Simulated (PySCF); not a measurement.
PySCF input for C2H2F, SMILES C=[C]F, multiplicity 2, TDA-PBE/def2-SVPD. Coordinates come from a B3LYP-D3(BJ)/def2-TZVP optimisation. The isomer is the one that the SMILES or the coordinates give; other isomers of the formula were not compared.

```python
import numpy as np
from pyscf import gto, scf, dft, tdscf

mol = gto.M(
    atom='''
    C    -0.11905188   -1.19748960    0.00000000
    C     0.42794135   -0.00723542    0.00000000
    F    -0.12851179    1.17994635    0.00000000
    H    -1.19961254   -1.31177355    0.00000000
    H     0.50288181   -2.07939348    0.00000000
    ''',
    basis='def2-SVPD',
    charge=0,
    spin=1,
    max_memory=1600,
    verbose=4,
)
mf = dft.UKS(mol, xc='pbe').density_fit(auxbasis='def2-universal-jkfit')
mf.grids.level = 3
mf.conv_tol = 1e-9
mf.max_cycle = 100
mf.kernel()
fine, coarse = mf.grids, dft.Grids(mol).set(level=1).build(with_non0tab=True)
for _ in range(3):  # follow internal instabilities
    mf.grids = coarse
    mo, _, stable, _ = mf.stability(return_status=True, nroots=4)
    mf.grids = fine
    if stable:
        break
    mf.kernel(mf.make_rdm1(mo, mf.mo_occ))
mf.grids = dft.Grids(mol).set(level=1).build(with_non0tab=True)  # coarser grid for the response kernel
td = tdscf.TDA(mf)
td.nstates = 10
td.conv_tol = 1e-4
td.positive_eig_threshold = 1e-6
td.kernel(x0=td.get_init_guess(mf, 15))
td.analyze()
```

It prints:

```
PySCF version 2.14.0

[INPUT] verbose = 4
[INPUT] num. atoms = 5
[INPUT] num. electrons = 23
[INPUT] charge = 0
[INPUT] spin (= nelec alpha-beta = 2S) = 1
[INPUT] symmetry False subgroup None
[INPUT] Mole.unit = angstrom
[INPUT] Symbol           X                Y                Z      unit          X                Y                Z       unit  Magmom
[INPUT]  1 C     -0.119051880000  -1.197489600000   0.000000000000 AA   -0.224975447815  -2.262927381015   0.000000000000 Bohr   0.0
[INPUT]  2 C      0.427941350000  -0.007235420000   0.000000000000 AA    0.808691948877  -0.013672962196   0.000000000000 Bohr   0.0
[INPUT]  3 F     -0.128511790000   1.179946350000   0.000000000000 AA   -0.242852086878   2.229775443180   0.000000000000 Bohr   0.0
[INPUT]  4 H     -1.199612540000  -1.311773550000   0.000000000000 AA   -2.266939156194  -2.478892746948   0.000000000000 Bohr   0.0
[INPUT]  5 H      0.502881810000  -2.079393480000   0.000000000000 AA    0.950308893926  -3.929484182406   0.000000000000 Bohr   0.0

nuclear repulsion = 60.748831746139
number of shells = 33
number of NR pGTOs = 113
number of NR cGTOs = 79
basis = def2-SVPD
ecp = {}


[settings echo left out]
init E= -177.072993213138
  alpha nocc = 12  HOMO = -0.207878099258811  LUMO = -0.0535842092131897
  beta  nocc = 11  HOMO = -0.299143037018806  LUMO = -0.207878099258811

WARN: HOMO -0.207878099258811 >= LUMO -0.207878099258811

cycle= 1 E= -176.772347996569  delta_E= 0.301  |g|= 0.326  |ddm|= 2.09
  alpha nocc = 12  HOMO = -0.223302506385629  LUMO = 0.0100414528316679
  beta  nocc = 11  HOMO = -0.209643308053935  LUMO = -0.158174248874306
  HOMO = -0.209643308054  LUMO = -0.158174248874  gap/eV = 1.40054
cycle= 2 E= -176.608066510231  delta_E= 0.164  |g|= 0.633  |ddm|= 0.952
  alpha nocc = 12  HOMO = -0.201111002914045  LUMO = -0.00289850923698998
  beta  nocc = 11  HOMO = -0.233200390439465  LUMO = -0.121872062905253
  HOMO = -0.201111002914  LUMO = -0.121872062905  gap/eV = 2.15620
cycle= 3 E= -176.812837784593  delta_E= -0.205  |g|= 0.123  |ddm|= 0.707
  alpha nocc = 12  HOMO = -0.227480204201211  LUMO = -0.0180437707737537
  beta  nocc = 11  HOMO = -0.247405547004491  LUMO = -0.143587356539585
  HOMO = -0.227480204201  LUMO = -0.14358735654  gap/eV = 2.28284
cycle= 4 E= -176.821709370585  delta_E= -0.00887  |g|= 0.0352  |ddm|= 0.205
  alpha nocc = 12  HOMO = -0.22754477052109  LUMO = -0.0178553988112911
  beta  nocc = 11  HOMO = -0.247593554984423  LUMO = -0.140813404633446
  HOMO = -0.227544770521  LUMO = -0.140813404633  gap/eV = 2.36008
cycle= 5 E= -176.821957913092  delta_E= -0.000249  |g|= 0.0221  |ddm|= 0.0374
  alpha nocc = 12  HOMO = -0.226083473537083  LUMO = -0.015173721222776
  beta  nocc = 11  HOMO = -0.244796019449434  LUMO = -0.137748437612389
  HOMO = -0.226083473537  LUMO = -0.137748437612  gap/eV = 2.40372
cycle= 6 E= -176.822163740181  delta_E= -0.000206  |g|= 0.00408  |ddm|= 0.0217
  alpha nocc = 12  HOMO = -0.226587473205859  LUMO = -0.0155067919380656
  beta  nocc = 11  HOMO = -0.245413553856906  LUMO = -0.137608673130151
  HOMO = -0.226587473206  LUMO = -0.13760867313  gap/eV = 2.42124
cycle= 7 E= -176.822174840297  delta_E= -1.11e-05  |g|= 0.000894  |ddm|= 0.0064
  alpha nocc = 12  HOMO = -0.226614237314148  LUMO = -0.0152368277181645
  beta  nocc = 11  HOMO = -0.245373528052435  LUMO = -0.137278507339888
  HOMO = -0.226614237314  LUMO = -0.13727850734  gap/eV = 2.43095
cycle= 8 E= -176.822176934068  delta_E= -2.09e-06  |g|= 0.000359  |ddm|= 0.00407
  alpha nocc = 12  HOMO = -0.226655174303509  LUMO = -0.0152166828734979
  beta  nocc = 11  HOMO = -0.245419949910043  LUMO = -0.137261260908901
  HOMO = -0.226655174304  LUMO = -0.137261260909  gap/eV = 2.43253
cycle= 9 E= -176.82217715934  delta_E= -2.25e-07  |g|= 9.5e-05  |ddm|= 0.00141
  alpha nocc = 12  HOMO = -0.226664343730368  LUMO = -0.0152139829570608
  beta  nocc = 11  HOMO = -0.245431860675776  LUMO = -0.137272085141837
  HOMO = -0.22666434373  LUMO = -0.137272085142  gap/eV = 2.43249
cycle= 10 E= -176.822177172285  delta_E= -1.29e-08  |g|= 1.96e-05  |ddm|= 0.000366
  alpha nocc = 12  HOMO = -0.226658497285247  LUMO = -0.0152095251332729
  beta  nocc = 11  HOMO = -0.245429250028839  LUMO = -0.137267403284296
  HOMO = -0.226658497285  LUMO = -0.137267403284  gap/eV = 2.43246
cycle= 11 E= -176.822177172521  delta_E= -2.35e-10  |g|= 8.1e-06  |ddm|= 6.32e-05
  alpha nocc = 12  HOMO = -0.226658891284265  LUMO = -0.0152113474894784
  beta  nocc = 11  HOMO = -0.24543154869346  LUMO = -0.137268727881223
  HOMO = -0.226658891284  LUMO = -0.137268727881  gap/eV = 2.43243
Extra cycle  E= -176.822177172435  delta_E= 8.55e-11  |g|= 1.51e-05  |ddm|= 2.4e-05
converged SCF energy = -176.822177172435  <S^2> = 0.7579104  2S+1 = 2.0078948
tot grids = 20608
uhf_internal: lowest eigs of H = [0.1774744  0.26963645 0.39469665 0.47667311]
<class 'pyscf.df.df_jk.DFUKS'> wavefunction is stable in the internal stability analysis
tot grids = 20608
Overwritten attributes  positive_eig_threshold  of <class 'pyscf.tdscf.uks.TDA'>


******** <class 'pyscf.tdscf.uks.TDA'> for <class 'pyscf.df.df_jk.DFUKS'> ********
nstates = 10
deg_eia_thresh = 1.000e-03
wfnsym = None
conv_tol = 0.0001
eigh lindep = 1e-12
eigh level_shift = 0
eigh max_cycle = 100


Excitation energies (eV)
[2.749807   4.98738422 5.34093102 6.53402219 6.67961966 7.05719288
 7.1775678  7.28544546 7.77198386 7.88790389]

** Excitation energies and oscillator strengths **
Excited State   1:      2.74981 eV    450.88 nm  f=0.0021
      12a ->   13a     -0.12668
      11b ->   12b      0.99057
Excited State   2:      4.98738 eV    248.60 nm  f=0.0003
      11a ->   13a     -0.72448
      11b ->   13b      0.67968
Excited State   3:      5.34093 eV    232.14 nm  f=0.0052
      12a ->   13a      0.98693
      11b ->   12b      0.12661
Excited State   4:      6.53402 eV    189.75 nm  f=0.0101
      12a ->   14a     -0.98922
      10b ->   12b     -0.10129
Excited State   5:      6.67962 eV    185.62 nm  f=0.0021
      11a ->   13a     -0.14612
      12a ->   14a     -0.10726
      12a ->   15a      0.11418
      10b ->   12b      0.95368
      11b ->   13b     -0.16796
Excited State   6:      7.05719 eV    175.68 nm  f=0.0001
      11a ->   14a     -0.66079
      11b ->   14b     -0.74735
Excited State   7:      7.17757 eV    172.74 nm  f=0.0420
      11a ->   13a     -0.11034
      12a ->   15a     -0.97715
      11b ->   13b     -0.12418
Excited State   8:      7.28545 eV    170.18 nm  f=0.0409
      11a ->   14a      0.74721
      11b ->   14b     -0.66154
Excited State   9:      7.77198 eV    159.53 nm  f=0.0001
      11a ->   15a      0.75584
      11b ->   15b      0.64740
Excited State  10:      7.88790 eV    157.18 nm  f=0.0814
      11a ->   13a      0.32374
      12a ->   15a     -0.13172
      12a ->   17a      0.13834
       7b ->   12b     -0.30747
       9b ->   12b     -0.72816
      10b ->   12b      0.19206
      11b ->   13b      0.39930

** Transition electric dipole moments (AU) **
state          X           Y           Z        Dip. S.      Osc.
  1         0.0000      0.0000      0.1767      0.0312      0.0021
  2         0.0111     -0.0478      0.0000      0.0024      0.0003
  3        -0.0000     -0.0000      0.1998      0.0399      0.0052
  4         0.0547      0.2453     -0.0000      0.0631      0.0101
  5        -0.0671      0.0905     -0.0000      0.0127      0.0021
  6         0.0000      0.0000     -0.0268      0.0007      0.0001
  7         0.4256      0.2403     -0.0000      0.2389      0.0420
  8        -0.0000     -0.0000     -0.4789      0.2293      0.0409
  9        -0.0000      0.0000      0.0273      0.0007      0.0001
 10         0.0164      0.6486     -0.0000      0.4210      0.0814

** Transition velocity dipole moments (imaginary part, AU) **
state          X           Y           Z        Dip. S.      Osc.
  1        -0.0000      0.0000     -0.0060      0.0000      0.0002
  2         0.0131      0.0052      0.0000      0.0002      0.0007
  3        -0.0000     -0.0000     -0.0158      0.0002      0.0008
  4         0.0043      0.0425     -0.0000      0.0018      0.0051
  5         0.0094     -0.0083     -0.0000      0.0002      0.0004
  6         0.0000      0.0000     -0.0138      0.0002      0.0005
  7         0.0983      0.0733     -0.0000      0.0150      0.0380
  8        -0.0000     -0.0000     -0.1295      0.0168      0.0418
  9        -0.0000      0.0000      0.0112      0.0001      0.0003
 10         0.0115      0.0414     -0.0000      0.0018      0.0042

** Transition magnetic dipole moments (imaginary part, AU) **
state          X           Y           Z
  1         0.2081     -0.4987     -0.0000
  2        -0.0000      0.0000      0.0028
  3        -0.1807      0.8051      0.0000
  4        -0.0000      0.0000     -0.1257
  5        -0.0000     -0.0000      0.1461
  6        -0.0409      0.0142     -0.0000
  7        -0.0000     -0.0000     -0.4617
  8        -0.5914     -0.2101      0.0000
  9         0.0236     -0.0046      0.0000
 10        -0.0000      0.0000      0.1706
```

The calculation finished and met its thresholds.

Cost: around 70 core-seconds (rough).
